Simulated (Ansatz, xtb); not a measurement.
**Two structures of ClH3N2Sn**

Structure I: a singlet given by its coordinates. Structure II: `N[NH][Sn][Cl]`, a singlet. Both are isolated molecules in the gas phase, relaxed with r2SCAN-D4/def2-SVP; the shapes shown needn't be the lowest conformers.

I (Å):

```xyz
7

Cl   -2.2626    0.0386   -0.1727
N     0.1447   -0.3760    2.1280
N    -0.2991    1.0024    2.1799
Sn   -2.0008   -0.5685    2.1915
H     0.6119   -0.5274    1.2285
H     0.1723    1.5364    2.9121
H    -0.2927    1.5078    1.2882
```

Close contacts (Å): Cl1–Sn4 2.45, N2–N3 1.45, N2–Sn4 2.16, N3–Sn4 2.32, N2–H5 1.02, N3–H6 1.02, N3–H7 1.02.

II (Å):

```yaml
atoms:
  - { symbol: Cl, position_ang: [-2.5230, 1.6110, -1.0291] }
  - { symbol: N, position_ang: [-1.3536, 0.3525, 1.7818] }
  - { symbol: N, position_ang: [-1.0331, 1.7185, 1.7969] }
  - { symbol: Sn, position_ang: [-1.5523, 3.2295, 0.5065] }
  - { symbol: H, position_ang: [-0.4978, -0.1943, 1.6354] }
  - { symbol: H, position_ang: [-1.9322, 0.1961, 0.9504] }
  - { symbol: H, position_ang: [-0.6247, 1.9657, 2.7003] }
```

Energies in hartree; the thermal terms are from r2SCAN-D4/def2-SVP harmonic frequencies (ideal gas, rigid rotor, one conformer each, 298.15 K, 1 atm) and include the zero-point energy:

```
                              I           II
E, CCSD(T)/def2-SVP  −783.897985  −783.903828
    E, MP2/def2-SVP  −783.842607  −783.847062
  E, MP2/def2-TZVPP  −784.507126  −784.507367
  zero-point energy     0.043205     0.043740
       H(298 K) − E     0.049836     0.050487
       G(298 K) − E     0.012195     0.012586
```

Question: Correct the CCSD(T) difference for the basis set by the MP2 change, then work out ΔE, ΔE₀, ΔH and ΔG for I → II in kJ/mol (1 Eh = 2625.50 kJ/mol) and the equilibrium ratio [II]/[I].

Answer: 1. Differences II − I: CCSD(T) −0.005843, MP2 in the small set −0.004455, MP2 in the large set −0.000241 Eh.
2. ΔE = −0.005843 + (−0.000241 − (−0.004455)) = −0.001629 Eh = −4.28 kJ/mol.
3. ΔE₀ = ΔE + ΔZPE = −0.001629 + (+0.000535) Eh = −2.87 kJ/mol.
4. ΔH = ΔE + (+0.000651) Eh = −2.57 kJ/mol.
5. ΔG = ΔE + (+0.000391) Eh = −3.25 kJ/mol, so ΔS = (ΔH − ΔG)/T = +2.3 J/(mol K).
6. kT = 0.9442 mEh, so K = [II]/[I] = exp(−ΔG/kT) = exp(+1.31) ≈ 3.7.

The two are too close for this level to say which is favoured. An error of 4 kJ/mol in ΔG would change K by a factor of 5. Large T1 diagnostics make the coupled-cluster value less sure. Mirror images and further conformers aren't counted.

Other levels gave ΔE = −26.1 (GFN2-xTB); −21.2 (HF/STO-3G, GFN2-xTB geometries); −21.2 (r2SCAN-D4/def2-SVP//GFN2-xTB); −13.7 (r2SCAN-D4/def2-SVP); −10.0 (HF/def2-SVP); −11.7 (MP2/def2-SVP); −15.3 (CCSD(T)/def2-SVP) kJ/mol. The correlated steps freeze 11 core orbitals; the filled d shell of Sn is correlated, in a basis made for valence electrons. Atoms past krypton carry core potentials in the def2 sets, without spin–orbit terms. Programs: Ansatz 0.2.0, xtb 6.7.1.
